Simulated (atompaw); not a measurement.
# lead (Pb): one change to a PAW (atompaw) potential, before and after

atompaw 4.2.0.5 input, output lines left out:

```
Pb 82
GGA-PBESOL scalarrelativistic loggrid 2001 logderivrange -3 5 201
6 6 5 4 0 0
6 1 2
0 0 0
c
c
c
c
c
v
c
c
c
c
v
c
c
c
c
2
2.05 1.85 1.55 1.05
y
4.1
n
y
2.15
n
y
0.1
y
1.95
n
custom polynom2 7 10 vanderbiltortho sinc
bessel
2.05
2.05
2.05
2.05
2.05
2.05
```

All-electron outer shells of the reference configuration (PBEsol, scalar-relativistic, ld1.x):

```tsv
shell	level (eV)	outermost node (bohr)	outermost maximum (bohr)
5p	-85.81	0.49	0.88
5d	-21.16	0.52	1.07
6s	-12.10	1.01	1.95
6p	-3.52	1.18	2.63
```

Change: augmentation sinc compensation charge, radius 1.85 bohr; PAW radius 2.05 bohr; waves and projectors: custom rrkj vanderbiltortho.

Cutoffs: the cutoffs (Ry, on a coarse ladder) from which the occupation-weighted sum of valence levels, in a spherical-Bessel basis at the reference potential, stays within 10 and 1 mRy of its value at 400 Ry; they do not see the model core or the augmentation charge, which bear on the density cutoff.

Question: What does the change do?

Answer: The potential gets softer (15 Ry and 21 Ry → 10 Ry and 18 Ry); the bound ghosts move from d, p, s to d; the range in which the p phases agree narrows (upper end at the end of the scan → 0.6).

| quantity | base | changed |
| --- | --- | --- |
| cutoff, loose | 15 Ry | 10 Ry |
| cutoff, tight | 21 Ry | 18 Ry |
| loose cutoff by channel (10 mRy a level) | s 6 Ry, p 15 Ry | s 8 Ry, p 6 Ry |
| bound ghosts | s, p, d | d |
| s: phases at 2.05 bohr within 0.05 rad from the reference energy up to (Ry; the scan ends near 5) | to the end of the scan | to the end of the scan |
| p: phases at 2.05 bohr within 0.05 rad from the reference energy up to (Ry; the scan ends near 5) | to the end of the scan | 0.6 |
| d: phases at 2.05 bohr within 0.05 rad from the reference energy up to (Ry; the scan ends near 5) | to the end of the scan | to the end of the scan |
| lowest overlap eigenvalue by channel | s 0.01, p 0.37, d 0.86 | s 0.66, p 0.59, d 0.10 |

 A true bound ghost makes a file unfit for plane-wave use even where its test errors are small: the radial tests pick states by their node count and pass the ghost by. The cutoffs see the waves, projectors and local potential, not the compensation charge or the core.
